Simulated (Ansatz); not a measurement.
CH3AlBrCl. The species carries charge 0 and has multiplicity 1. The bonds changed during the relaxation, so this is another structure than the one it started from. All single points use the PBE0-D4/def2-TZVP geometry. It is one conformer, not always the lowest.

```xyz
7

Cl    1.922    0.844    1.638
Al    0.036    0.701    0.724
C    -0.066   -0.328   -0.926
Br   -0.650   -1.803    0.309
H    -1.192    1.492    1.301
H     0.832   -0.700   -1.413
H    -0.883   -0.207   -1.632
```

(1) What is the dipole moment at PBE/def2-TZVPP? (Best estimate.)

(2) And with r2SCAN, B3LYP, ωB97M-V? (Best estimate.)

(3) Give the Mulliken charges with PBE, ωB97M-V, r2SCAN in def2-TZVPP. (Best estimate.)

Answers

(1) The calculation gave: 2.30 D, with components (-0.94, -0.40, -2.06) D in this frame, pointing from negative to positive charge.

(2) Ansatz gave: r2SCAN 2.38 D, B3LYP 2.34 D, ωB97M-V 2.34 D.

(3) Ansatz gave: 
| atom | PBE | ωB97M-V | r2SCAN |
| --- | --- | --- | --- |
| Cl1 | -0.25 | -0.24 | -0.28 |
| Al2 | 0.46 | 0.48 | 0.57 |
| C3 | -0.33 | -0.43 | -0.31 |
| Br4 | -0.06 | -0.05 | -0.09 |
| H5 | -0.12 | -0.11 | -0.15 |
| H6 | 0.15 | 0.18 | 0.13 |
| H7 | 0.15 | 0.17 | 0.13 |

B3LYP here is the variant with VWN-RPA as its local correlation; programs differ in this.
